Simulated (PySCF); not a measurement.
# What settings do to a single point of [BiF2]+

The sound run of [BiF2]+ (singlet) uses PySCF 2.14.0, RKS PBE0, Bi def2-SVP with ECP60, F def2-SVP; non-relativistic Hamiltonian with scalar-relativistic core potentials where named; density fitting; no spin-orbit coupling, grid (50, 194), threshold 1e-8 Eh and 55 cycles, at the relaxed geometry:

```xyz
3

Bi    0.0000    0.0000   -0.4756
F     1.4602    0.0000    0.8539
F    -1.4602    0.0000    0.8539
```

There Bi1 has a Mulliken charge of 1.69 e and the dipole about the centre of mass is 4.40 D. Each run below changes one thing and starts from free metal ions and neutral atoms unless it says otherwise; with 55 cycles, smearing, a level shift and second-order steps follow where DIIS fails, and their cycles count. Energy shifts count from the sound run.

```csv
change,outcome,cycles,energy shift (eV),largest force component (eV/Å),charge on Bi1 (e),dipole about the centre of mass (D)
"start from the bare core Hamiltonian, limit 62 cycles",converged,10,0.0000,0.00,1.69,4.40
"grid (99, 590)",converged,8,0.0154,0.07,1.69,4.40
all coordinates × 0.94,converged,7,0.49,6.23,1.71,3.76
```

How does the run with this change end: F3 put 1.1 Å from Bi1, limit 97 cycles?

outcome converged, cycles 9, energy shift (eV) 63.64, largest force component (eV/Å) 229.04, charge on Bi1 (e) 1.99, dipole about the centre of mass (D) 4.56.

Unsound on purpose, so not properties of the compound: F3 put 1.1 Å from Bi1, limit 97 cycles.

Forces carry noise of the integration grid, about 0.01 to 0.03 eV/Å.
